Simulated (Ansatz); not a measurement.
`CCCCCCCCCCCCP(=O)(O)O`, relaxed as a singlet with RKS PBE-D4/def2-SVP in Ansatz, starting from the GFN2-xTB geometry. Force threshold 0.03 eV/Å.

Start:

```xyz
43

C    -3.8840    5.7174   -0.2562
C    -4.4591    4.3387    0.0496
C    -3.3926    3.2937    0.3828
C    -2.5207    2.9221   -0.8149
C    -1.4420    1.8920   -0.4768
C    -2.0075    0.5135   -0.1381
C    -0.9333   -0.5718   -0.0672
C     0.0511   -0.3661    1.0835
C     0.9585   -1.5743    1.3189
C     1.9146   -1.8280    0.1557
C     2.8904   -2.9649    0.4457
C     3.8140   -3.2271   -0.7335
P     4.9602   -4.5769   -0.3163
O     5.8111   -4.4656    0.8741
O     4.0041   -5.8670   -0.2699
O     5.8148   -4.7826   -1.6672
H    -3.2861    5.7027   -1.1640
H    -4.6881    6.4372   -0.3943
H    -3.2566    6.0590    0.5647
H    -5.0457    3.9943   -0.8055
H    -5.1385    4.4253    0.9016
H    -2.7579    3.6741    1.1867
H    -3.8947    2.3973    0.7517
H    -3.1559    2.5314   -1.6137
H    -2.0297    3.8214   -1.1917
H    -0.7764    1.7931   -1.3382
H    -0.8483    2.2635    0.3601
H    -2.5336    0.5529    0.8169
H    -2.7332    0.2340   -0.9061
H    -1.4240   -1.5399    0.0606
H    -0.3942   -0.5954   -1.0158
H    -0.5138   -0.1689    1.9981
H     0.6742    0.5068    0.8819
H     0.3443   -2.4621    1.4862
H     1.5440   -1.4038    2.2254
H     2.4768   -0.9143   -0.0508
H     1.3423   -2.0772   -0.7389
H     2.3339   -3.8776    0.6702
H     3.4984   -2.7262    1.3206
H     4.4116   -2.3462   -0.9683
H     3.2559   -3.5178   -1.6218
H     4.2687   -6.4207    0.4652
H     6.7468   -4.7959   -1.4508
```

```json
{"step": "1", "energy (eV)": "-28272.4880", "largest force component (eV/Å)": "2.297", "SCF passes": "24"}
{"step": "2", "energy (eV)": "-28272.7986", "largest force component (eV/Å)": "1.056", "SCF passes": "21"}
{"step": "3", "energy (eV)": "-28272.8533", "largest force component (eV/Å)": "0.200", "SCF passes": "21"}
{"step": "4", "energy (eV)": "-28272.8576", "largest force component (eV/Å)": "0.131", "SCF passes": "21"}
{"step": "5", "energy (eV)": "-28272.8615", "largest force component (eV/Å)": "0.094", "SCF passes": "21"}
{"step": "6", "energy (eV)": "-28272.8624", "largest force component (eV/Å)": "0.070", "SCF passes": "21"}
{"step": "7", "energy (eV)": "-28272.8630", "largest force component (eV/Å)": "0.038", "SCF passes": "21"}
{"step": "8", "energy (eV)": "-28272.8632", "largest force component (eV/Å)": "0.016", "SCF passes": "21"}
```

Force components are those of the run's own axes.

End:

Cartesian coordinates in Å:
```
C -3.906 5.789 -0.251
C -4.477 4.409 0.088
C -3.422 3.330 0.375
C -2.545 2.958 -0.828
C -1.482 1.889 -0.539
C -2.044 0.507 -0.181
C -0.987 -0.598 -0.052
C 0.007 -0.397 1.100
C 0.962 -1.576 1.329
C 1.935 -1.846 0.176
C 2.906 -2.994 0.467
C 3.874 -3.271 -0.688
P 5.055 -4.590 -0.308
O 5.957 -4.450 0.886
O 4.058 -5.901 -0.237
O 5.863 -4.740 -1.735
H -3.299 5.775 -1.179
H -4.713 6.535 -0.400
H -3.253 6.165 0.565
H -5.132 4.064 -0.744
H -5.142 4.500 0.973
H -2.767 3.669 1.211
H -3.939 2.421 0.749
H -3.200 2.610 -1.660
H -2.035 3.870 -1.208
H -0.826 1.784 -1.431
H -0.820 2.252 0.279
H -2.620 0.567 0.769
H -2.781 0.211 -0.961
H -1.501 -1.575 0.090
H -0.437 -0.684 -1.015
H -0.567 -0.213 2.036
H 0.605 0.525 0.928
H 0.369 -2.498 1.528
H 1.550 -1.392 2.255
H 2.513 -0.919 -0.043
H 1.371 -2.076 -0.754
H 2.336 -3.922 0.688
H 3.494 -2.771 1.383
H 4.483 -2.375 -0.932
H 3.338 -3.558 -1.617
H 4.426 -6.528 0.417
H 6.795 -4.955 -1.528
```

By distances, no bond broke or formed. The bond that changes most is P13–O15, from 1.61 to 1.65 Å (atoms count from 1).

No frequencies were taken in this run, so the end may be a saddle point.

Run time 25 s (2 threads of AMD EPYC 7R13 on a shared host and a share (18 GiB) of an NVIDIA H100 80GB HBM3).
